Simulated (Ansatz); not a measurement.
CH6NSbTe (`N[CH2][SbH][TeH]`). Charge 0, multiplicity 1. Sb, Te: def2 effective core potential. The geometry is a stationary point of PBE0-D4/def2-TZVP. It is one conformer, not always the lowest.

```xyz
10

N     0.154   -0.606    1.556
C    -0.473    0.408    0.758
Sb    0.810    1.294   -0.821
Te    1.174   -1.110   -2.133
H     0.502   -1.363    0.978
H     0.931   -0.244    2.093
H    -0.799    1.237    1.390
H    -1.353    0.004    0.257
H    -0.494    1.794   -1.813
H    -0.452   -1.414   -2.265
```

What is the dipole moment at B3LYP/def2-TZVPP? (An estimate is asked.)

The calculation gave: 1.24 D, with components (0.15, 0.87, 0.87) D in this frame, pointing from negative to positive charge.

And with PBE, r2SCAN, ωB97M-V? (Estimate.)

The calculation gave: PBE 1.20 D, r2SCAN 1.22 D, ωB97M-V 1.26 D.

Give the Mulliken charges with B3LYP, PBE, ωB97M-V in def2-TZVPP. (Best estimate.)

Ansatz gave: 
| atom | B3LYP | PBE | ωB97M-V |
| --- | --- | --- | --- |
| N1 | -0.30 | -0.30 | -0.27 |
| C2 | -0.28 | -0.28 | -0.33 |
| Sb3 | 0.32 | 0.26 | 0.25 |
| Te4 | -0.14 | -0.14 | -0.15 |
| H5 | 0.14 | 0.15 | 0.13 |
| H6 | 0.13 | 0.15 | 0.11 |
| H7 | 0.12 | 0.12 | 0.15 |
| H8 | 0.14 | 0.14 | 0.17 |
| H9 | -0.11 | -0.09 | -0.06 |
| H10 | -0.02 | -0.01 | 0.00 |

B3LYP here is the variant with VWN-RPA as its local correlation; programs differ in this.
